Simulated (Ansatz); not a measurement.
Start from `[NH2][GaH][NH2]` and change one atom or group to get `[NH2][GaH2]`.

Ansatz, PBE0-D4/def2-TZVP geometries, multiplicity 1. Each molecule was computed in one conformer, which needn't be the lowest.

Scalar relativity is left out up to krypton.

```json
{"property": "HOMO–LUMO gap (B3LYP/def2-TZVPP) / eV", "`[NH2][GaH][NH2]`": "6.50"}
{"property": "HOMO–LUMO gap (PBE0/def2-TZVPP) / eV", "`[NH2][GaH][NH2]`": "7.01"}
{"property": "LUMO energy (B3LYP/def2-TZVPP) / eV", "`[NH2][GaH][NH2]`": "0.03"}
{"property": "HOMO–LUMO gap (PBE/def2-TZVPP) / eV", "`[NH2][GaH][NH2]`": "4.86"}
{"property": "size of the dipole moment (PBE/def2-TZVPP) / D", "`[NH2][GaH][NH2]`": "0.91"}
{"property": "HOMO energy (B3LYP/def2-TZVPP) / eV", "`[NH2][GaH][NH2]`": "-6.47"}
```

**Question.** Give the same properties after the change, and the shifts. (Estimate.)

**Answer.** The calculation gave: 
```
                                      property  `[NH2][GaH2]`  shift
         HOMO–LUMO gap (B3LYP/def2-TZVPP) / eV           6.17  -0.33
          HOMO–LUMO gap (PBE0/def2-TZVPP) / eV           6.67  -0.34
           LUMO energy (B3LYP/def2-TZVPP) / eV          -1.01  -1.04
           HOMO–LUMO gap (PBE/def2-TZVPP) / eV           4.59  -0.27
size of the dipole moment (PBE/def2-TZVPP) / D           1.14   0.23
           HOMO energy (B3LYP/def2-TZVPP) / eV          -7.18  -0.71
```

With PBE0 the HOMO falls by 0.69 eV and the LUMO falls by 1.03 eV, so the gap narrows by about 0.34 eV. PBE moves the HOMO by -0.77 eV and ωB97M-V by -0.70 eV. The zero-point energy changes by -47.3 kJ/mol with -6 modes. Dipoles are sizes alone; their direction can turn.

B3LYP here is the variant with VWN-RPA as its local correlation; programs differ in this.
